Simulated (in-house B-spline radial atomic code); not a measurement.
Orbital energies and mean radii along the 38-electron series, configuration [Kr] 4d2. The effective charge is n√(-2ε), a non-relativistic measure. Computed with a radial B-spline atomic code at the basis-set limit: non-relativistic Hartree-Fock, average of the configuration, point nuclei.

This level leaves out relativity, spin-orbit splitting included, which matters for heavy ions.

| ion | Z | energy of 3s (Eh) | mean radius of 3s (bohr) | energy of 2s (Eh) | mean radius of 2s (bohr) | effective charge of 3s |
| --- | --- | --- | --- | --- | --- | --- |
| Cs17+ | 55 | -57.44 | 0.3096 | -213.52 | 0.11845 | 32.155 |
| Ba18+ | 56 | -61.096 | 0.30274 | -223.68 | 0.11618 | 33.162 |
| La19+ | 57 | -64.866 | 0.29617 | -234.09 | 0.114 | 34.17 |
| Ce20+ | 58 | ? | ? | ? | ? | ? |
| Pr21+ | 59 | -72.745 | 0.28384 | -255.66 | 0.10988 | 36.186 |
| Nd22+ | 60 | -76.854 | 0.27804 | -266.83 | 0.10793 | 37.194 |
| Pm23+ | 61 | -81.076 | 0.27248 | -278.25 | 0.10604 | 38.202 |
| Sm24+ | 62 | ? | ? | ? | ? | ? |
| Eu25+ | 63 | -89.858 | 0.26199 | -301.84 | 0.10246 | 40.217 |

Question: Fill in the row of Ce20+.

Answer: energy of 3s (Eh): -68.749; mean radius of 3s (bohr): 0.28987; energy of 2s (Eh): -244.75; mean radius of 2s (bohr): 0.11191; effective charge of 3s: 35.178.

Question: Fill in the row of Sm24+.

Answer: energy of 3s (Eh): -85.411; mean radius of 3s (bohr): 0.26713; energy of 2s (Eh): -289.92; mean radius of 2s (bohr): 0.10422; effective charge of 3s: 39.21.

Question: How does the screening of 3s change?

Answer: Z less the effective charge goes from 22.85 at Z = 55 to 22.78 at Z = 63.
